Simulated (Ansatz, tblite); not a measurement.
Cost and result up the ladder for Ba2Se (the lowest singlet isomer of a short search) (3 atoms). The state is a singlet with charge 0. Geometry: PBE-D4/def2-TZVP.

```xyz
3

Ba    0.309    0.063   -2.101
Ba   -1.468    0.373    1.489
Se    1.159   -0.436    0.612
```

Ansatz on 4 threads of Arm Neoverse V1 on a shared host; xTB runs through tblite on one thread. Times are rough, summed over both states, and most runs start from the orbitals of an earlier one. PBE0-D4/def2-TZVP serves as the yardstick here, not as an exact answer. The other state is a doublet.

In the def2 sets Ba takes a core potential; there is no spin–orbit coupling. The xTB rows come from tblite. Correlated methods freeze 9 core orbitals; core or outer-core shells of Ba, Se are correlated, in sets that lack core-valence functions. The structure comes from a short search, and lower isomers may exist.

Run but left out: HF/def2-TZVPP, r2SCAN-D4/def2-TZVP (singlet: restricted singlet, unstable towards broken spin symmetry).

Correlated methods converge slowly with the basis.

Raw xTB energies of ions are shifted by several eV.

| level | functions | vertical IE (eV) | difference from PBE0-D4/def2-TZVP (eV) | remarks |
| --- | --- | --- | --- | --- |
| CCSD(T)/def2-TZVPP | 128 | 4.28 | 0.02 | restricted SCF unstable (singlet) |
| GFN2-xTB | 27 | 9.99 | 5.74 | – |
| PBE-D4/def2-TZVP | 128 | 4.39 | 0.14 | – |
| PBE0-D4/def2-TZVP | 128 | 4.25 | 0.00 | – |
| GFN1-xTB | 27 | 9.40 | 5.15 | – |

(1) Estimate how long each takes.

Results:

(1) GFN1-xTB 0.006 s; GFN2-xTB 0.008 s; PBE-D4/def2-TZVP 4.7 s; PBE0-D4/def2-TZVP 5.8 s; CCSD(T)/def2-TZVPP 38 s. On shared hardware such times vary by a factor of up to 3.
